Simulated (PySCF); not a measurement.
CH4GeO, SMILES C[O][GeH] (connectivity only; charge and spin as stated), neutral, multiplicity 1. Coordinates come from a ωB97X-D3(BJ)/def2-TZVP optimisation.

Level of theory: PySCF with ωB97X-D3(BJ)/def2-TZVP.

Harmonic wavenumbers (cm⁻¹): 120, 299, 327, 625, 820, 1127, 1184, 1202, 1480, 1502, 1509, 1862, 3032, 3107, 3115. Rotational constants (GHz): 44.32, 3.980, 3.738; symmetry number 1.

Problem. Work out the zero-point energy and the ideal-gas rigid-rotor harmonic-oscillator thermochemistry at 298.15 K and 1 atm.

Solution. ZPE = ½ Σ hcν = ½ × 21312 cm⁻¹ = 30.47 kcal/mol. H − E(el) = 33.96 kcal/mol. Entropy in cal/(mol K): translation 39.85, rotation 23.70, vibration 6.57, total 70.13. G − E(el) = 13.06 kcal/mol. Cp = 15.70 cal/(mol K). Modes under 150 cm⁻¹ make the vibrational entropy uncertain.
